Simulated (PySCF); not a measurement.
B(H)(OEt)(NH2) (C2H8BNO), SMILES NBOCC.

Geometry: B3LYP-D3(BJ)/def2-SVP. This is a generated structure with no PubChem entry under its InChIKey; it may be hypothetical. One conformer was computed; it need not be the lowest.

Two levels are set side by side: PBE/def2-TZVP (PySCF) and CAM-B3LYP/def2-TZVP (PySCF). Same geometry, gas phase. Differences are taken from unrounded values.

```
quantity                       PBE
---------------------------  -----
orbital gap (eV)              6.37
highest occupied level (eV)  -6.02
lowest empty level (eV)       0.35
dipole moment (D)             0.44
mean polarisability (bohr³)   54.9
```

### Question
These are the PBE values. What does CAM-B3LYP give? (Estimate from the structure and the level; the computed values follow.)

### Answer

```json
[
 {"quantity": "orbital gap (eV)", "CAM-B3LYP": "10.89", "PBE minus CAM-B3LYP": "-4.52"},
 {"quantity": "highest occupied level (eV)", "CAM-B3LYP": "-8.87", "PBE minus CAM-B3LYP": "2.85"},
 {"quantity": "lowest empty level (eV)", "CAM-B3LYP": "2.02", "PBE minus CAM-B3LYP": "-1.66"},
 {"quantity": "dipole moment (D)", "CAM-B3LYP": "0.35", "PBE minus CAM-B3LYP": "0.08"},
 {"quantity": "mean polarisability (bohr³)", "CAM-B3LYP": "51.9", "PBE minus CAM-B3LYP": "2.9"}
]
```

PBE's occupied levels lie high since its potential decays too fast outside the molecule; exact exchange lowers them and widens the gap. Loosely held outer electrons make PBE densities more polarisable. Differences between two approximate levels are no errors against the true value.

Rough cost on one machine, each run with all the roots and properties that it gave: CAM-B3LYP against PBE within a factor of 2.
